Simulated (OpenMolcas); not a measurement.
Ir5+ (d4) among equal point charges was computed by CASSCF with the d shell active (OpenMolcas, ANO-RCC-VDZP on the metal). Its lowest spin-free states, and all those of the highest spin:

| 2S+1 | Degeneracy | E (cm-1) |
| --- | --- | --- |
| 5 | 1 | 0.0 |
| 5 | 2 | 4557 |
| 5 | 2 | 14482 |
| 3 | 2 | 19671 |
| 3 | 2 | 20917 |
| 3 | 2 | 21925 |
| 3 | 2 | 22007 |
| 3 | 1 | 23778 |
| 3 | 2 | 24364 |
| 3 | 2 | 24372 |
| 3 | 2 | 25804 |
| 3 | 1 | 26354 |

**Question.** Is the site octahedral, tetrahedral or cube-like, axial, or of lower symmetry?

**Answer.** The states with 2S+1 = 5 have orbital degeneracies 1, 2, 2. There are pairs but no triples, so the site is axial: not cubic, but with a proper or improper axis of order three or more. The run had Ir5+ among 2 point charges of -2.5 e arranged as a linear pair (D∞h), 2.41 Å from the ion.

Spin-orbit coupling mixes the spin-free states strongly: the lowest level takes only 35 % from its leading state, 5Σ. Without dynamic correlation the repulsion within the d shell is too large (B by tens of per cent), so at a given field states of lower spin stand too high. Point charges give a weaker field than real ligands, and real ions of this kind are as a rule low spin; the high spin found here belongs to the model. This is an electrostatic model: the charges have no orbitals. No measured value stands beside these numbers.
